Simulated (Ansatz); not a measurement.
Consider the isomerisation: `C=[N][AlH][SH]` → `[AlH2]/[N]=C\S`.

Computed with Ansatz on PBE0-D4/def2-TZVP structures; ΔE is electronic, products minus reactants. CCSD(T)/CBS is the MP2 limit (def2-TZVPP, def2-QZVPP) plus CCSD(T) − MP2 in def2-TZVPP, frozen cores. DFT in def2-TZVPP. B3LYP here is the variant with VWN-RPA as its local correlation; programs differ in this. One conformer a species, not always the lowest.

`C=[N][AlH][SH]`:

Cartesian coordinates in Å:
```
C 1.946 0.153 0.498
N 0.772 0.167 0.092
Al -0.872 0.188 -0.488
S -2.271 -1.191 0.467
H 2.715 -0.503 0.062
H 2.295 0.797 1.321
H -1.296 1.166 -1.645
H -3.289 -0.777 -0.307
```

`[AlH2]/[N]=C\S`:

```xyz
8

Al   -0.564    0.769   -1.758
N    -0.256    0.173   -0.143
C     0.029   -0.277    0.974
S     1.531   -1.159    1.310
H    -1.343   -0.180   -2.751
H    -0.070    2.230   -2.103
H    -0.612   -0.177    1.859
H     1.285   -1.379    2.612
```

Problem. Is it downhill or uphill in electronic energy at CCSD(T)/CBS, and by how much? (Best estimate.)

Solution. Ansatz gave: Uphill: ΔE = +1.27 eV.

Problem. What do these levels give: ωB97M-V, PBE-QIDH, B3LYP, MP2/def2-TZVPP, SCS-MP2/def2-QZVPP, MP2/CBS(def2)? (Estimate.)

Solution. Computed: ωB97M-V 1.24, PBE-QIDH 1.25, B3LYP 1.17, MP2/def2-TZVPP 1.25, SCS-MP2/def2-QZVPP 1.26, MP2/CBS(def2) 1.26 eV.

Largest T1 diagnostic among the species: 0.015.

In def2-TZVPP, CCSD(T) changes the Hartree–Fock value by −0.11 eV (the triples alone add −0.04 eV) and MP2 by −0.12 eV. From r2SCAN to r2SCAN0 (25 % exact exchange), in def2-TZVPP and without D4, ΔE moves by +0.07 eV.
